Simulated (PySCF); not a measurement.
# Spin–spin coupling constants

Bonds (- single, = double, # triple, : aromatic): C1#C2 1.221 Å, C2-Ga3 1.946 Å, Ga3-As4 2.637 Å. C1 carries H5; Ga3 carries H6, H7; As4 carries H8, H9, H10. Formal charges: Ga3 -1, As4 +1.

Couplings: B3LYP/pcJ-1 (pcSseg-1 on As, pcSseg-1 on Ga) (without the spin–dipole term) in PySCF, geometry PBE0-D3(BJ)/def2-SVP; gas phase, one conformer, non-relativistic. Couplings are averaged over pairs made equivalent by symmetry, fast rotation or ring inversion, so a value needn't be that of the named pair in this geometry, while other rotamers aren't included; one pair stands for each set, and the list holds those of at least 0.8 Hz over up to four bonds.

Isotopes: ¹³C, ¹H.

```json
{"pair": "C1, C2", "bonds": "1", "J (Hz)": "?"}
{"pair": "C1, H5", "bonds": "1", "J (Hz)": "253.4"}
{"pair": "C2, H5", "bonds": "2", "J (Hz)": "41.4"}
{"pair": "C2, H6", "bonds": "2", "J (Hz)": "18.9"}
{"pair": "H6, H7", "bonds": "2", "J (Hz)": "30.4"}
{"pair": "H8, H9", "bonds": "2", "J (Hz)": "?"}
{"pair": "C1, H6", "bonds": "3", "J (Hz)": "5.5"}
{"pair": "C2, H8", "bonds": "3", "J (Hz)": "?"}
{"pair": "H6, H8", "bonds": "3", "J (Hz)": "2.6"}
{"pair": "H5, H6", "bonds": "4", "J (Hz)": "-1.3"}
```

Estimate the withheld couplings, with signs.

Answers


- ¹J(C1,C2) = 139.7 Hz (bond length 1.221 Å)
- ²J(H8,H9) = -8.2 Hz (mean over equivalent pairs that range from -9.6 to -7.4 Hz in this conformer)
- ³J(C2,H8) = 3.3 Hz (mean over equivalent pairs that range from -0.5 to 10.9 Hz in this conformer)

Relativistic effects of the heavier atoms present are left out.
